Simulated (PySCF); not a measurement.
**Spinor energies of Kr²⁺ (krypton, charge +2)**

Start: [Ar] 3d10 4s1 4p4 5s1; 4s1/2 filled at m_j = +1/2; 4p1/2 filled at m_j = +1/2; 4p3/2 filled at m_j = -1/2, +1/2, +3/2; 5s1/2 filled at m_j = +1/2. Calculated with PySCF 2.14 in x2c-SVPall-2c with one added diffuse shell each of s, p, d type (6s7p4d, 47 functions): generalised Hartree-Fock with the X2C-1e Hamiltonian and a Gaussian nucleus; one run each with spin-orbit coupling (SO) switched off, then screened by Boettger's factors. This is a chosen level, not necessarily the ground level.

```csv
spinor shell,electrons,"ε, spin-free (eV)","ε, screened SO (eV)",weight of nominal j (screened SO),"rms radius, screened SO (bohr)"
1s1/2,2,-14434.0,-14433.7,1.000,0.0478
2s1/2,2,-1993.4,-1993.3,1.000,0.199
2p1/2,2,-1761.7,-1798.8,1.000,0.175
2p3/2,4,-1761.7,-1743.8,1.000,0.178
3s1/2,2,-338.53,-338.45,1.000,0.565
3p1/2,2,-262.31,-268.22,0.994,0.574
3d3/2,4,-135.54,-136.42,0.928,0.609
3d5/2,6,-135.54,-134.83,0.952,0.610
4s1/2,1,-64.901,-64.836,1.000,1.56
4p3/2,3,-42.454,-44.211,0.629,1.79
4p1/2,1,-42.454,-37.389,0.617,1.86
5s1/2,1,-17.325,-17.319,0.996,3.92
```

Where does 3p3/2 lie, and what is the 3p spin-orbit splitting (screened SO)?

At -259.36 eV, 8.853 eV above 3p1/2.

| quantity | spin-free | screened SO |
| --- | --- | --- |
| E (hartree) | -2785.11370 | -2785.26792 |
| M_J | 3 | 3 |
| ⟨J²⟩ | 12.030 | 12.026 |
| ⟨L²⟩ | 2.027 | 2.051 |
| ⟨S²⟩ | 6.003 | 5.985 |

Each row is a mean over spinors that exchange with the open shell spreads, by up to 1.926 eV (3s1/2).

Rows whose weight is well below 1 are mixtures of j = l ± 1/2: exchange outweighs spin-orbit coupling there, and the label is only the starting occupation.

Without spin-orbit coupling the j labels of p, d and f shells carry no meaning; the spin-free column gives the mean over the occupied spinors of each nl shell.
